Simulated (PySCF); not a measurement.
Potential energy of MgTl along the bond

Set-up: basis Mg cc-pVDZ, Tl cc-pVDZ-PP with ECP60; scalar-relativistic core potentials; PySCF 2.14. Energies in eV from Mg + Tl in their ground configurations at the same level. State: ²Π (doublet), unpaired electrons π ↑.

```tsv
R (Å)	r²SCANh
2.621	-0.2534
2.743	-0.3776
2.865	-0.4385
2.957	-0.4553
3.048	-0.4544
3.139	-0.4411
3.261	-0.4105
3.414	-0.3611
3.597	-0.2976
3.841	-0.2203
```

Task: Put a parabola through the three lowest points of the r²SCANh curve and estimate Re, k and ωe (reduced mass 21.47 u; 1 eV/Å² = 0.16022 mdyn/Å; ωe = 1302.8·√(k/μ) cm⁻¹).

Result: Through R = 2.865, 2.957, 3.048 Å the second-order coefficient is 1.05 eV/Å², so Re ≈ 2.998 Å, k ≈ 0.337 mdyn/Å and ωe ≈ 163 cm⁻¹. A polynomial fit of higher order to the unrounded r²SCANh energies gives Re = 2.996 Å, k = 0.290 mdyn/Å, ωe = 151 cm⁻¹; anharmonicity and rounding make the difference.

The higher-order fit for each curve: r²SCANh: Re = 2.996 Å, ωe = 151 cm⁻¹, De = 0.457 eV.

Spin–orbit coupling is left out, which matters for elements this heavy, above all for dissociation energies. The state is the lowest determinant that a PBE0 search found; another state may lie lower at other levels.
